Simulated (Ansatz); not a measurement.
Kohn–Sham single points on C₂H₄BBrO (`OB1CC1Br`).

```yaml
crystal:
  periodic: [false, false, false]
  atoms:
    - {symbol: O, position_ang: [0.999456, 1.792908, 0.173642]}
    - {symbol: B, position_ang: [0.449743, 0.577454, 0.160526]}
    - {symbol: C, position_ang: [0.617778, -0.909540, -0.106064]}
    - {symbol: C, position_ang: [-0.791725, -0.307088, 0.166177]}
    - {symbol: Br, position_ang: [-2.043444, -0.187024, -1.290695]}
    - {symbol: H, position_ang: [0.358964, 2.500313, 0.299796]}
    - {symbol: H, position_ang: [0.837941, -1.230223, -1.121780]}
    - {symbol: H, position_ang: [0.950733, -1.624721, 0.640345]}
    - {symbol: H, position_ang: [-1.291046, -0.658378, 1.060954]}
basis:
  gaussian: {orbitals: def2-TZVPP}
hamiltonian: {xc: {name: B2PLYP}}
```

```sh
$ ansatz run in.yaml --threads 4 --pin off --events-out ev --progress --plain --max-ram 10444MiB
```

Shortened log:

```
Functional definition: B2PLYP
1413 factors; integrals over basis functions are off by at most 1.1e-3 eV
mean field evaluation 1: about -74881.7392 eV, gradient 5.6e1 eV
mean field evaluation 2: about -74881.8702 eV, gradient 5.6e1 eV
mean field evaluation 4: about -74888.1297 eV, gradient 4.3e0 eV
mean field evaluation 8: about -74888.1762 eV, gradient 4.1e-1 eV
mean field evaluation 16: about -74888.1766 eV, gradient 1.1e-4 eV
mean field -74888.17656834 eV, -2752.0897278573 hartree, gradient 2.9e-6 eV, S^2 0.000000; 0 other end points of the search recorded, 0 dependent functions left out
13 core orbitals not correlated: weight in the atoms' cores, before any rotation towards them, 1.000 or more for the frozen orbitals, at most 0.000 for the correlated occupied ones
reference -74888.17673021 eV, -2752.0897338060 hartree; 19, 19 occupied and 196, 196 virtual orbitals, 1413 factors
second order -30.71721263 eV of doubles, -0.00000000 eV of singles
Total energy: -74896.47037762 eV, -2752.3945197267 hartree
```

It took 5.5 s on 4 threads of an Arm Neoverse V2 on a shared host, with 0.6 GiB of host memory at the peak.

With the line `hamiltonian: {xc: r2scan, dispersion: d4}` and forces (abridged; 4.8 s):

```
Functional definition: r2SCAN
mean field evaluation 16: about -74907.7303 eV, gradient 9.5e-4 eV
mean field -74907.73028476 eV, -2752.8083136819 hartree, gradient 2.9e-5 eV, S^2 0.000000
Total energy: -74907.77537539 eV, -2752.8099707319 hartree
Atom 0 force     0.114041     0.151237    -0.017119 eV/Å
Atom 1 force    -0.119948    -0.172524    -0.005687 eV/Å
Atom 2 force     0.187838    -0.056654    -0.021438 eV/Å
Atom 3 force     0.038853     0.080788     0.276536 eV/Å
Atom 4 force    -0.184564     0.016612    -0.214420 eV/Å
Atom 5 force    -0.020593     0.022389     0.002472 eV/Å
Atom 6 force     0.006741    -0.003629     0.015707 eV/Å
Atom 7 force    -0.018410    -0.015755    -0.022893 eV/Å
Atom 8 force    -0.003957    -0.022465    -0.013157 eV/Å
Dipole moment:     0.104246     0.157675     0.330988 e Å
```

With the line `hamiltonian: {xc: pbe0, dispersion: d4}` (abridged; 2.8 s):

```
Functional definition: PBE0
mean field evaluation 16: about -74897.0975 eV, gradient 1.5e-4 eV
mean field -74897.09749931 eV, -2752.4175660236 hartree, gradient 6.1e-5 eV, S^2 0.000000
Total energy: -74897.25609329 eV, -2752.4233942449 hartree
```
